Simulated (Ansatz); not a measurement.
Cost and result up the ladder for the cluster Al₂S₃ (5 atoms). Total charge 0; singlet. Geometry: PBE-D4/def2-SVP.

```
atom    x (Å)    y (Å)    z (Å)
 Al1  -0.7310  -2.1001  -0.1410
 Al2   0.6041   0.7681   0.1944
  S3  -1.6007   0.1969   0.5180
  S4  -0.7339   0.0324  -1.5263
  S5   2.4615   1.1028   0.9550
```

Ansatz on 4 threads of Arm Neoverse V1 on a shared host. Times are rough, and most runs start from the orbitals of an earlier one. PBE0-D4/def2-TZVP serves as the yardstick here, not as an exact answer. Binding counts from free atoms at the same level (Al doublet, S triplet; other spins of the atoms weren't run), without zero-point energy or a counterpoise term.

LC-ωPBE has ω = 0.4 bohr⁻¹. Correlated methods freeze 25 core orbitals. Another isomer (singlet) lies 0.67 eV lower at PBE0-D4/def2-TZVP; other spin states weren't run for this one.

Correlated methods converge slowly with the basis.

| level | functions | binding energy per atom (eV) | difference from PBE0-D4/def2-TZVP (eV) |
| --- | --- | --- | --- |
| CCSD(T)/def2-TZVPP | 210 | 2.78 | -0.18 |
| LC-ωPBE/def2-TZVP | 185 | 2.79 | -0.17 |
| PBE0-D4/def2-TZVP | 185 | 2.96 | 0.00 |
| r2SCAN-D4/def2-TZVP | 185 | 3.01 | 0.05 |
| PBE-D4/def2-TZVP (with forces) | 185 | 3.09 | 0.12 |
| HF/def2-TZVP | 185 | 1.74 | -1.22 |

Estimate how long each takes.

HF/def2-TZVP 1.9 s; PBE-D4/def2-TZVP (with forces) 2 s; LC-ωPBE/def2-TZVP 2.5 s; PBE0-D4/def2-TZVP 3.3 s; r2SCAN-D4/def2-TZVP 4.4 s; CCSD(T)/def2-TZVPP 37 s. On shared hardware such times vary by a factor of up to 3.
